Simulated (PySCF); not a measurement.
# Broadened absorption spectrum of CH6B2OS

Species: CH₆B₂OS.
Atom-mapped SMILES: `[BH2:1][O:2][BH:3][S:4][CH3:5]` (hydrogens: H6, H7 on B1; H8 on B3; H9, H10, H11 on C5)

Theory: TDDFT CAM-B3LYP/def2-SVPD, vertical, gas phase, core orbitals frozen in the response in PySCF. The structure is a single PBE0-D3(BJ)/def2-SVP conformer in the gas phase; no vibrational or solvent corrections.

Computed states:

```
state  E (eV)       f
   S1    5.66  0.0005
   S2    6.25   0.195
   S3    6.31  0.0041
   S4    6.80  0.0075
   S5    6.86  0.0005
   S6    7.09   0.056
   S7    7.63   0.267
   S8    7.74  0.0020
   S9    7.92   0.014
  S10    8.04   0.056
```

Each state is given a Gaussian of 0.3 eV full width at half maximum, with ε(max) = 2.175×10⁸ f / Δν̃ (Δν̃ the width in cm⁻¹). The cross-section is σ = 3.8235×10⁻²¹ ε cm², given in Mb (10⁻¹⁸ cm²). The width is an assumption, not a result. The curve ends short of the highest state used, and states not computed would add to its high-energy end.

(1) What does the envelope look like, and where are its maxima?

(2) Coming from long wavelengths, where does ε first pass 100 L mol⁻¹ cm⁻¹?

(3) On this curve, what absorbance would a 10⁻³ mol/L sample give at 193 nm over a 1 cm path?

Results:

(1) 
```
λ (nm)  σ (Mb)
 166.6   33.06
 169.1    9.57
 171.5   11.19
 174.0   18.71
 176.5   17.77
 178.9   10.73
 181.4    5.36
 183.9    2.96
 186.3    1.96
 188.8    4.00
 191.2   13.85
 193.7   35.85
 196.2   60.39
 198.6   68.01
 201.1   53.17
 203.6   29.28
 206.0   12.16
 208.5    3.63
 210.9    0.91
 213.4    0.24
 215.9    0.16
 218.3    0.17
 220.8    0.16
 223.3    0.12
 225.7    0.07
 228.2    0.04
 230.6    0.01
 233.1    0.00
 235.6    0.00
 238.0    0.00
```

Maxima: 219 nm (5.66 eV), ε about 44, made up of S1 (99%); 198 nm (6.26 eV), ε about 18000, made up of S2 (98%); 175 nm (7.08 eV), ε about 5100, made up of S6 (99%) (ε in L mol⁻¹ cm⁻¹; maxima over ε = 5, shares over 10%). At its high-energy end, 7.44 eV, the curve is still rising (ε about 8500, from S7).

(2) At about 212 nm (5.84 eV), 0.18 eV above S1.

(3) 193 nm is 6.424 eV, where ε is about 7500 L mol⁻¹ cm⁻¹, so A = ε c l ≈ 7.5 (Beer–Lambert, with the gas-phase spectrum and the assumed width).

The vertical ionisation energy (ΔSCF) is 9.55 eV, 1.51 eV above S10.
